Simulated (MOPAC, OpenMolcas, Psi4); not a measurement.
## GaSiH4F (SMILES [F][GaH][SiH3]): the dipole moment, rung by rung

GaSiH4F: 7 atoms, total charge 0, spin state singlet. As SMILES, `[F][GaH][SiH3]`. Geometry: relaxed at PBE0-D4/def2-TZVP.

Each level gives the dipole moment (D). The values are calculated.

```csv
level,kind,program,value (D),CPU time
PM7,semi-empirical,MOPAC,3.57,under 2 s
HF/def2-SVP,Hartree–Fock,OpenMolcas,2.50,4.4 s
SVWN5/def2-SVP,LDA,OpenMolcas,2.02,10 s
PBE/def2-SVP,GGA,OpenMolcas,1.93,14 s
M06-L/def2-SVP,meta-GGA,OpenMolcas,2.07,17 s
B3LYP-D3(BJ)/def2-SVP (density fitting),global hybrid,Psi4,2.14,14 s
PBE0/def2-SVP,global hybrid,OpenMolcas,2.16,13 s
```

All-electron rows without a relativistic Hamiltonian named are non-relativistic. The values span 1.93 to 3.57 D. Magnitudes only. CPU times are rough (shared hosts, several kinds of processor and program).
